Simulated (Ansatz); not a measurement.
Born–Oppenheimer molecular dynamics of H$_{9}$NOSi$_{2}$ (13 atoms, charge 0, multiplicity 1). It starts at the highest image of a converged band. Of that band: A structure lower than the last end lies on the path between it and the top, so the climb from that side starts below the end, which may itself be a saddle point or a shallow side well. Neighbouring images differ by up to 2.0 eV, so the band resolves the path poorly. A vibrational analysis at the climbing image gives one clearly imaginary mode, 1388i cm⁻¹: a first-order saddle point.

The calculation used Ansatz, RKS r2SCAN/6-31G*.

- ensemble: NVE (velocity Verlet)
- time step: 0.5 fs
- steps asked: 200
- starting velocities drawn for: 100 K
- seed: 4553

Frames 0.5 fs apart, positions in Å.

Velocities at 35 fs (Å/ps):

```
Si 2.43 5.05 -0.34
H -103.76 -2.66 45.98
O -0.27 -4.67 -1.68
Si 1.63 -3.51 -1.96
H 12.23 -17.39 3.04
H 7.85 2.34 -24.38
H 2.43 -12.09 -11.15
H 7.38 14.97 -9.19
H 21.61 -17.70 8.24
N 4.49 3.26 0.39
H 3.47 26.78 13.98
H -18.25 -1.16 11.50
H -104.13 -7.24 47.29
```

```xyz
13
Properties=species:S:1:pos:R:3 time_fs=35 energy_less_start_eV=-1.541 T=1184
Si 0.515 0.245 0.296
H -3.028 0.760 2.404
O 1.741 -0.285 -0.630
Si 2.509 -1.546 -1.314
H 1.586 -2.212 -2.317
H 3.696 -1.073 -2.014
H 2.914 -2.563 -0.295
H -0.741 0.561 -0.429
H 0.169 -0.765 1.294
N 1.011 1.632 1.022
H 2.015 1.546 1.048
H 0.754 2.485 0.525
H -2.335 1.176 2.463
13
Properties=species:S:1:pos:R:3 time_fs=35.5 energy_less_start_eV=-1.580 T=1211
Si 0.516 0.247 0.296
H -3.078 0.760 2.427
O 1.741 -0.287 -0.631
Si 2.509 -1.548 -1.315
H 1.592 -2.220 -2.315
H 3.700 -1.072 -2.026
H 2.916 -2.569 -0.300
H -0.737 0.568 -0.434
H 0.180 -0.774 1.299
N 1.013 1.633 1.022
H 2.018 1.560 1.056
H 0.746 2.484 0.531
H -2.389 1.171 2.487
13
Properties=species:S:1:pos:R:3 time_fs=36 energy_less_start_eV=-1.631 T=1247
Si 0.517 0.250 0.295
H -3.123 0.762 2.450
O 1.741 -0.289 -0.632
Si 2.510 -1.550 -1.316
H 1.600 -2.228 -2.312
H 3.706 -1.070 -2.039
H 2.917 -2.575 -0.306
H -0.733 0.575 -0.439
H 0.191 -0.785 1.304
N 1.015 1.636 1.022
H 2.021 1.576 1.064
H 0.737 2.483 0.538
H -2.447 1.164 2.510
13
Properties=species:S:1:pos:R:3 time_fs=36.5 energy_less_start_eV=-1.680 T=1281
Si 0.518 0.252 0.295
H -3.166 0.766 2.474
O 1.741 -0.292 -0.633
Si 2.511 -1.552 -1.317
H 1.607 -2.236 -2.309
H 3.711 -1.068 -2.052
H 2.918 -2.580 -0.312
H -0.730 0.582 -0.446
H 0.202 -0.796 1.308
N 1.018 1.638 1.023
H 2.026 1.593 1.074
H 0.729 2.483 0.545
H -2.508 1.155 2.533
13
Properties=species:S:1:pos:R:3 time_fs=37 energy_less_start_eV=-1.710 T=1301
Si 0.519 0.254 0.295
H -3.207 0.771 2.498
O 1.741 -0.294 -0.634
Si 2.511 -1.554 -1.318
H 1.616 -2.244 -2.306
H 3.717 -1.066 -2.064
H 2.919 -2.585 -0.318
H -0.726 0.589 -0.452
H 0.213 -0.807 1.313
N 1.020 1.641 1.024
H 2.032 1.611 1.084
H 0.722 2.483 0.552
H -2.571 1.145 2.555
13
Properties=species:S:1:pos:R:3 time_fs=37.5 energy_less_start_eV=-1.709 T=1301
Si 0.519 0.256 0.294
H -3.249 0.776 2.522
O 1.741 -0.296 -0.635
Si 2.512 -1.556 -1.319
H 1.624 -2.252 -2.303
H 3.722 -1.064 -2.077
H 2.921 -2.590 -0.323
H -0.723 0.595 -0.459
H 0.225 -0.818 1.317
N 1.023 1.645 1.024
H 2.038 1.631 1.095
H 0.714 2.484 0.560
H -2.634 1.135 2.578
13
Properties=species:S:1:pos:R:3 time_fs=38 energy_less_start_eV=-1.686 T=1285
Si 0.520 0.257 0.294
H -3.292 0.780 2.546
O 1.741 -0.299 -0.636
Si 2.513 -1.558 -1.321
H 1.633 -2.259 -2.299
H 3.727 -1.062 -2.088
H 2.922 -2.595 -0.329
H -0.719 0.601 -0.467
H 0.237 -0.829 1.320
N 1.026 1.648 1.026
H 2.045 1.651 1.107
H 0.707 2.486 0.568
H -2.694 1.126 2.601
13
Properties=species:S:1:pos:R:3 time_fs=38.5 energy_less_start_eV=-1.666 T=1273
Si 0.520 0.259 0.294
H -3.340 0.781 2.569
O 1.742 -0.301 -0.637
Si 2.514 -1.560 -1.322
H 1.641 -2.266 -2.295
H 3.730 -1.061 -2.098
H 2.924 -2.599 -0.334
H -0.715 0.607 -0.474
H 0.248 -0.839 1.322
N 1.029 1.652 1.027
H 2.050 1.673 1.120
H 0.700 2.489 0.576
H -2.750 1.120 2.624
13
Properties=species:S:1:pos:R:3 time_fs=39 energy_less_start_eV=-1.676 T=1280
Si 0.520 0.260 0.294
H -3.393 0.779 2.592
O 1.742 -0.303 -0.638
Si 2.515 -1.563 -1.323
H 1.649 -2.273 -2.292
H 3.733 -1.060 -2.108
H 2.925 -2.602 -0.339
H -0.711 0.612 -0.482
H 0.260 -0.848 1.323
N 1.032 1.656 1.028
H 2.055 1.695 1.133
H 0.694 2.494 0.583
H -2.801 1.117 2.648
13
Properties=species:S:1:pos:R:3 time_fs=39.5 energy_less_start_eV=-1.712 T=1304
Si 0.520 0.261 0.293
H -3.451 0.775 2.614
O 1.742 -0.306 -0.640
Si 2.516 -1.565 -1.325
H 1.657 -2.280 -2.289
H 3.734 -1.059 -2.116
H 2.928 -2.606 -0.344
H -0.706 0.617 -0.489
H 0.272 -0.856 1.323
N 1.036 1.660 1.029
H 2.058 1.718 1.147
H 0.687 2.499 0.591
H -2.846 1.117 2.673
13
Properties=species:S:1:pos:R:3 time_fs=40 energy_less_start_eV=-1.748 T=1328
Si 0.520 0.262 0.293
H -3.514 0.767 2.636
O 1.742 -0.308 -0.641
Si 2.517 -1.567 -1.326
H 1.665 -2.287 -2.286
H 3.734 -1.059 -2.122
H 2.930 -2.609 -0.348
H -0.702 0.621 -0.496
H 0.283 -0.862 1.321
N 1.039 1.665 1.031
H 2.060 1.741 1.161
H 0.681 2.505 0.600
H -2.887 1.119 2.697
13
Properties=species:S:1:pos:R:3 time_fs=40.5 energy_less_start_eV=-1.764 T=1340
Si 0.520 0.262 0.293
H -3.578 0.760 2.658
O 1.743 -0.310 -0.643
Si 2.518 -1.570 -1.328
H 1.671 -2.295 -2.285
H 3.732 -1.059 -2.128
H 2.933 -2.611 -0.352
H -0.697 0.625 -0.503
H 0.294 -0.867 1.318
N 1.043 1.670 1.032
H 2.059 1.764 1.175
H 0.675 2.513 0.608
H -2.927 1.122 2.722
```

Of the whole run (100 fs, mean temperature of the second half 1233 K): The conserved energy stayed within 0.19 meV per atom of its start (net change -0.13 meV per atom), so the integration is sound. The kinetic energy rose, since the run started high on the potential surface and went downhill. It ends in pieces (H2 + H7NOSi2), so much of that is their flight and rotation, not heat. A run of 0.1 ps of so small a system gives no equilibrium averages. The orbitals stay closed-shell, which can raise the energy where a bond breaks towards radicals; this wasn't checked here.

The run took 11 min on 2 threads of Arm Neoverse V2, with other jobs on the host, peak memory 0.16 GiB.
